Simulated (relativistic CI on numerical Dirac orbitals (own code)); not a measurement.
d1 to d9 in one octahedral field

Computed with a parametric ligand-field model without spin-orbit coupling, by exact diagonalisation: B = 760, C = 3270, 10Dq = 11600 cm⁻¹ (Oh; |10Dq|/B = 15.3) for every shell. Energies in cm⁻¹; the field energy is (0.6 n_e − 0.4 n_t2) × 10Dq of the ground term; g labels are left out.

```tsv
Shell	Ground term	Electrons in e	Field energy	First spin-allowed bands	Lowest term of other spin
d1	2T2	0.000	-4640	2E 11600	
d2	3T1	0.052	-8679	3T2 10386, 3T1 20572	1T2 11560
d3	4A2	0.000	-13920	4T2 11600, 4T1 17956	2E 15128
d4	?	?	?	?	?
d5	6A1	2.000	0	none	4T1 14823
d6	5T2	2.000	-4640	5E 11600	1A1 4219
d7	4T1	2.052	-8679	4T2 10386, 4T1 20572	2E 3900
d8	3A2	2.000	-13920	3T2 11600, 3T1 17956	1E 12334
d9	2E	3.000	-6960	2T2 11600
```

(1) Fill in the row of d4.

Results:

(1) Ground term: 5E; Electrons in e: 1.000; Field energy: -6960; First spin-allowed bands: 5T2 11600; Lowest term of other spin: 3T1 7577. Every shell keeps the spin of the free ion. Only d4 to d7 can choose; the field needed to pair spins is smallest for d6 and largest for d5, which loses most exchange energy. In the strong-field picture 10Dq must exceed about 6B + 5C = 20910 (d4), 7.5B + 5C = 22050 (d5), 2.5B + 4C = 14980 (d6) and 4B + 4C = 16120 (d7); mixing of terms shifts these bounds somewhat. High-spin d^(n+5) repeats the spin-allowed bands of d^n, since the half-filled shell is spherical.
